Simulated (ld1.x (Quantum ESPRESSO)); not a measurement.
# Transferability test, RRKJ potential for Al

| Property | Result |
| --- | --- |
| Element | Al |
| Generator | ld1.x (Quantum ESPRESSO) 7.5 |
| Type | norm-conserving RRKJ (Kleinman–Bylander form) |
| Functional | PBEsol |
| Relativity | scalar-relativistic |
| Frozen core | [Ne] |
| Valence charge | 3 |
| Reference configuration | 3s1.5 3p1.5 |
| Partial waves | 3p (bound): rc 2.75 bohr; 3d channel at 0.15 Ry: rc 2.45 bohr; 3s (bound): rc 1.65 bohr |
| Local potential | the s channel |
| Core correction | a·sin(br)/r model core, default radius (core density twice the valence density) |

Energies are relative to the spin-unpolarised reference configuration 3s1.5 3p1.5; without spin polarisation the order of configurations can differ from experiment. The frozen-core shift is the all-electron ΔE with the core orbitals held at their reference shape minus the fully relaxed ΔE.

| valence configuration | charge | ΔE all-electron (eV) | error AE − PS (meV) | frozen-core shift (meV) |
| --- | --- | --- | --- | --- |
| 3s2 3p1 | 0 | -2.537 | -1.2 | +0.4 |
| 3s2 3p0 | +1 | 3.199 | -0.3 | +0.4 |
| 3s1 3p0 | +2 | 22.370 | +25 | +17 |
| 3s1 3p1 | +1 | 8.991 | +3.2 | +2.7 |
| 3s0 3p3 | 0 | 7.868 | -13 | +3.9 |
| 3s2 3p1.3 | -0.3 | -3.105 | -0.6 | +0.4 |
| 3s2 3p0.5 | +0.5 | -0.463 | -1.8 | +0.2 |

Levels in the configuration 3s0 3p3:

| level | all-electron (eV) | pseudo (eV) |
| --- | --- | --- |
| 3p | -3.867 | -3.865 |
